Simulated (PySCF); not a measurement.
Substituent chemical shifts

Parent skeleton `[cH:1]1[cH:2][c:3]2[s:4][cH:5][cH:6][c:7]2[nH:8]1`; one hydrogen on atom 6 is replaced by X. Hydrogens on one atom are averaged.

Theory: GFN2-xTB structure, PBE0/pcSseg-1 with gauge-including orbitals, in PySCF 2.14.0 with density-fitted response routines (a single conformation, non-relativistic Hamiltonian, gas phase).

Chemical shifts δ = σref − σ; ¹³C and ¹H vs TMS; ³³S against CS2; ¹⁵N vs NH3, all at this level.

Parent (X = H): C1 124.0, C2 106.8, C3 134.1, S4 136.6, C5 131.6, C6 113.3, C7 141.1, N8 149.9, H(C1) 6.90 ppm. Effects are Δδ = δ(X) − δ(H), positive for deshielding.

Known members:
```json
{"X": "Cl", "C1": "+0.8", "C2": "+0.9", "C3": "-0.8", "S4": "-6.1", "C5": "-5.2", "C6": "+5.1", "C7": "-3.8", "N8": "-0.2", "H(C1)": "+0.05"}
{"X": "SH", "C1": "+0.3", "C2": "+1.4", "C3": "+0.3", "S4": "+2.6", "C5": "-6.0", "C6": "+0.6", "C7": "-2.0", "N8": "-1.3", "H(C1)": "+0.02"}
{"X": "N=CH2", "C1": "+0.1", "C2": "+0.2", "C3": "-1.1", "S4": "-17.0", "C5": "-18.1", "C6": "+27.2", "C7": "-2.6", "N8": "+0.7", "H(C1)": "+0.06"}
{"X": "OSiH3", "C1": "+0.1", "C2": "+0.4", "C3": "-1.3", "S4": "-51.3", "C5": "-26.5", "C6": "+31.1", "C7": "-8.2", "N8": "-0.8", "H(C1)": "+0.01"}
{"X": "SCH3", "C1": "-0.1", "C2": "+0.2", "C3": "+0.3", "S4": "+3.7", "C5": "-15.5", "C6": "+10.2", "C7": "-3.4", "N8": "-0.3", "H(C1)": "+0.00"}
```

Four more derivatives gave (Δδ, ppm):
```json
{"compound": "1", "C1": "-0.2", "C2": "+0.7", "C3": "+0.7", "S4": "-8.5", "C5": "-6.4", "C6": "+11.5", "C7": "-1.2", "N8": "-0.2", "H(C1)": "+0.02"}
{"compound": "2", "C1": "-0.6", "C2": "+0.7", "C3": "+0.7", "S4": "-12.4", "C5": "-5.1", "C6": "+17.9", "C7": "-1.1", "N8": "-1.8", "H(C1)": "+0.00"}
{"compound": "3", "C1": "-0.8", "C2": "+0.8", "C3": "+0.2", "S4": "-46.3", "C5": "-27.4", "C6": "+20.8", "C7": "-8.0", "N8": "-3.5", "H(C1)": "-0.06"}
{"compound": "4", "C1": "+0.2", "C2": "-0.2", "C3": "+1.1", "S4": "-5.3", "C5": "+3.7", "C6": "+15.1", "C7": "-3.0", "N8": "+4.1", "H(C1)": "+0.07"}
```

Their substituents are C2H5, CH2SiH3, NH2, vinyl. Which is which?

## Answers

1: X = CH2SiH3 ([SiH3]Cc1csc2cc[nH]c12); 2: X = C2H5 (CCc1csc2cc[nH]c12); 3: X = NH2 (Nc1csc2cc[nH]c12); 4: X = vinyl (C=Cc1csc2cc[nH]c12).

Experimental scales use liquid or dissolved standards, which lie at an offset from isolated NH3 (liquid NH3: subtract about 20 ppm).
